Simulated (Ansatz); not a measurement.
One change: `OC=[Se]` becomes `[Se]=C[TeH]`.

Ansatz, PBE0-D4/def2-TZVP geometries, multiplicity 1. Each molecule was computed in one conformer, which needn't be the lowest.

Elements past krypton have def2 core potentials. Scalar relativity is left out up to krypton.

| property | `OC=[Se]` |
| --- | --- |
| HOMO–LUMO gap (PBE/def2-TZVPP) / eV | 2.47 |
| HOMO energy (B3LYP/def2-TZVPP) / eV | -6.12 |
| LUMO energy (PBE0/def2-TZVPP) / eV | -1.88 |
| HOMO energy (ωB97M-V/def2-TZVPP) / eV | -8.51 |
| ideal-gas entropy at 298 K and 1 bar (rigid rotor, harmonic PBE0-D4/def2-TZVP) / J/(mol·K) | 273 |
| HOMO energy (PBE0/def2-TZVPP) / eV | -6.35 |

(1) What does the change do to each property? (Estimate.)

Results:

(1) Computed: 
| property | `[Se]=C[TeH]` | shift |
| --- | --- | --- |
| HOMO–LUMO gap (PBE/def2-TZVPP) / eV | 1.83 | -0.64 |
| HOMO energy (B3LYP/def2-TZVPP) / eV | -6.06 | 0.06 |
| LUMO energy (PBE0/def2-TZVPP) / eV | -2.62 | -0.74 |
| HOMO energy (ωB97M-V/def2-TZVPP) / eV | -8.44 | 0.07 |
| ideal-gas entropy at 298 K and 1 bar (rigid rotor, harmonic PBE0-D4/def2-TZVP) / J/(mol·K) | 312 | 39 |
| HOMO energy (PBE0/def2-TZVPP) / eV | -6.30 | 0.05 |

With PBE0 the HOMO rises by 0.05 eV and the LUMO falls by 0.74 eV, so the gap narrows by about 0.79 eV. PBE moves the HOMO by 0.04 eV and ωB97M-V by 0.07 eV.

B3LYP here is the variant with VWN-RPA as its local correlation; programs differ in this.

Spin–orbit coupling is left out; it splits and shifts lone-pair levels of the heavy atoms by tenths of an eV.
